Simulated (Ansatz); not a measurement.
Input file for Ansatz (a program for electronic structure): U-B97M-V/def2-TZVPP on ZrAs, 2S+1 = 2, a spin state set in the input, which need not be the lowest, a point of a bond scan (R = 2.294 Å). Elements past Kr take the def2 small-core potentials; no spin–orbit coupling.

Ansatz 0.2 input:
```yaml
crystal:
  periodic: [false, false, false]
  atoms:
    - {symbol: Zr, position_ang: [0.00000000, 0.00000000, 0.00000000]}
    - {symbol: As, position_ang: [0.00000000, 0.00000000, 2.29392800]}
basis:
  gaussian:
    orbitals: def2-TZVPP
    pivot_positions_ang: [[0.00000000, 0.00000000, 0.00000000], [0.00000000, 0.00000000, 2.29392800]]
hamiltonian:
  xc: {name: B97M-V}
magnetization: {spin_polarized: true, initial_magnetization: 1}
output: {forces: true, orbitals: {seedname: ./end}}
```

The head of its log:

```
WARN ansatz: RAYON_NUM_THREADS=1 ignored (pool sized by the plan → 1); use --threads N
Functional definition: B97M-V
integrals: 0.05 GiB planned
685 factors; their error is unknown
mean field: 0.53 GiB planned
mean field evaluation 1: about -62103.0550 eV, gradient 2.6e1 eV
mean field evaluation 2: about -62033.1447 eV, gradient 8.3e1 eV
```

**Question.** Predict the final total energy.

**Answer.** -2282.4208 hartree.
